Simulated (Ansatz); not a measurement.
Computed with Ansatz on PBE0-D4/def2-TZVP structures; ΔE is electronic, products minus reactants. CCSD(T)/CBS adds triple-zeta CCSD(T) − MP2 to the extrapolated MP2 energy (def2 sets, frozen cores). Functionals use def2-TZVPP. HSE06 is defined as in plane-wave codes. Elements past krypton have def2 core potentials. For Cd, Ga outer-core shells are correlated without core-valence functions, which leaves a few kJ/mol of doubt a bond. Scalar relativity is left out up to krypton. Each species was taken in one conformer, which may not be the lowest.

`[OH][Cd][O][SiH3]` + `[OH][Ga]([F])[F]` → `[F][Ga]([F])[O][SiH3]` + `[OH][Cd][OH]`  (ligand exchange at the Si–O bond)

Question: Is it downhill or uphill in electronic energy at CCSD(T)/CBS, and by how much? (An estimate is asked.)

Answer: Computed: Uphill: ΔE = +2.4 kcal/mol.

Question: What do these levels give: r2SCAN-D4, PBE0-D4, r2SCANh-D4, r2SCAN0-D4, CAM-B3LYP-D4, B2PLYP, revPBE, HSE06, RPA@PBE/def2-TZVPP, MP2/def2-SVP, CCSD(T)/def2-TZVPP, HF/def2-QZVPP? (An estimate is asked.)

Answer: Ansatz gave: r2SCAN-D4 2.8, PBE0-D4 2.9, r2SCANh-D4 2.9, r2SCAN0-D4 3.0, CAM-B3LYP-D4 2.6, B2PLYP 2.8, revPBE 2.6, HSE06 3.0, RPA@PBE/def2-TZVPP 3.1, MP2/def2-SVP 5.0, CCSD(T)/def2-TZVPP 3.2, HF/def2-QZVPP 2.9 kcal/mol.

Question: What do rigid-rotor, harmonic-oscillator terms from PBE0-D4/def2-TZVP frequencies (298.15 K, 1 bar) make of the CCSD(T)/CBS value? (An estimate is asked.)

Answer: The calculation gave: ΔZPE = -0.3 kcal/mol, ΔH = +2.3 kcal/mol, ΔS = -5 J/(mol·K), ΔG = +2.7 kcal/mol. Modes under 50 cm⁻¹ make the entropy rough.

Largest T1 diagnostic among the species: 0.017.

Leaving LDA and LC-ωPBE aside and taking each functional with its dispersion term where it has one, the values, not all of them listed here, spread over 1.3 kcal/mol, from BLYP-D4 to B97M-V. At CCSD(T), def2-SVP lies +2.1 kcal/mol from the extrapolated value and def2-TZVPP +0.8 kcal/mol.
